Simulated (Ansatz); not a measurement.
AsF$_{3}$, SMILES `F[As](F)F`, relaxed with RKS PBE0-D4/def2-TZVP in the Gaussian-basis code of Ansatz from a PBE-D4/def2-SVP geometry. The force threshold is 0.005 eV/Å; the program also tests the step.

The species carries charge 0 and has multiplicity 1.

Start:

```xyz
4

F    -0.903    1.042    0.654
As    0.588    0.254    0.181
F     0.187    0.065   -1.513
F     0.129   -1.361    0.678
```

(1) By how much does the energy fall, and how many steps does the optimiser take? (Best estimate.)

(2) Which bonds change most? (An estimate is asked.)

(3) Give the relaxed structure. (Estimate.)

## Answers

(1) Computed: 1.38 kcal/mol, in 4 steps.

(2) The calculation gave: As2–F4 from 1.751 to 1.715 Å; As2–F3 from 1.751 to 1.715 Å; F1–As2 from 1.751 to 1.715 Å.

(3) The calculation gave: 
```xyz
4

F    -0.884    1.013    0.636
As    0.585    0.253    0.180
F     0.178    0.062   -1.475
F     0.121   -1.328    0.659
```
